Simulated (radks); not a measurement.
Values are calculated unless marked as measured or tabulated.
Species: Ti. Configuration: [Ar] 3d2 4s2.

Code: a radial shooting solver on a logarithmic mesh with Libxc functionals. Model: scalar-relativistic Kohn-Sham, PBEsol, spin-polarised, spherical densities, point nucleus; open shells are filled with parallel spins first.

Energy parts (eV):
| part | energy |
|---|---|
| total | -23201.164 |
| kinetic | 23393.401 |
| electron-nucleus | -55190.789 |
| Hartree | 9711.054 |
| exchange-correlation | -1114.830 |

Orbitals (lengths in bohr, moments of r in powers of bohr; r(90%) holds 90 % of the orbital's charge):
| orbital | occ. | eigenvalue (eV) | <1/r> | r(90%) | <r^2> |
|---|---|---|---|---|---|
| 1s up | 1 | -4862.649 | 21.78 | 0.124 | 0.006523 |
| 1s down | 1 | -4862.657 | 21.78 | 0.124 | 0.006523 |
| 2s up | 1 | -536.2292 | 4.541 | 0.506 | 0.1252 |
| 2s down | 1 | -535.6739 | 4.544 | 0.505 | 0.1250 |
| 2p up | 3 | -443.8600 | 4.446 | 0.478 | 0.1040 |
| 2p down | 3 | -443.4307 | 4.449 | 0.477 | 0.1037 |
| 3s up | 1 | -63.0657 | 1.396 | 1.51 | 1.173 |
| 3s down | 1 | -61.3510 | 1.395 | 1.51 | 1.174 |
| 3p up | 3 | -39.3959 | 1.263 | 1.68 | 1.394 |
| 3p down | 3 | -37.6870 | 1.262 | 1.68 | 1.397 |
| 3d up | 2 | -4.8506 | 0.8743 | 2.81 | 3.381 |
| 3d down | 0 | -3.3395 | 0.8415 | 3.11 | 4.038 |
| 4s up | 1 | -4.6934 | 0.3784 | 5.18 | 13.63 |
| 4s down | 1 | -4.1698 | 0.3581 | 5.44 | 15.00 |

The highest occupied level is 4s down at -4.170 eV. The density falls to 0.001 e/bohr^3 at r = 4.84 bohr.
